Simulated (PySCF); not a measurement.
Method: PBE-D3(BJ)/def2-TZVP // B3LYP-D3(BJ)/def2-TZVP in PySCF. Isolated molecules, 0 K electronic values unless said otherwise. 

Reference species (SMILES): `[Cl][SnH3]` (neutral, multiplicity 1).

```
Quantity          Value
-------------  --------
LUMO           -1.79 eV
HOMO–LUMO gap   5.45 eV
```

Changed species: `[Cl][SnH2][Cl]` (2 of 4 H replaced by Cl; the reference has 1 of 4 H replaced by Cl).

Problem. Predict the effect on the LUMO and HOMO–LUMO gap.

Solution. the LUMO falls by 0.66 eV, to -2.45 eV; the HOMO–LUMO gap falls by 0.33 eV, to 5.12 eV.
